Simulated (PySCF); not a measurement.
trigermane (Ge3H8), SMILES [GeH3][GeH2][GeH3].

Geometry optimised at PBE0-D3(BJ)/def2-SVP.

The numbers are results of M06-2X/def2-TZVP in PySCF, not measurements.

Gas-phase values at a fixed geometry.

```
Quantity                                                                                                         Value
---------------------------------------------------------------------------------------------  -----------------------
total energy                                                                                       -6235.80146 hartree
point group                                                                                                         C2
highest occupied level                                                                                        -8.72 eV
lowest empty level                                                                                             0.74 eV
orbital gap                                                                                                    9.46 eV
dipole moment                                                                                                   0.05 D
quadrupole, principal values (traceless, Buckingham form, about the centre of nuclear charge)   -0.31, -0.24, 0.55 D·Å
mean static polarisability                                                                      102.5 bohr³ (15.19 Å³)
polarisability, principal values                                                               85.1, 96.2, 126.3 bohr³
```
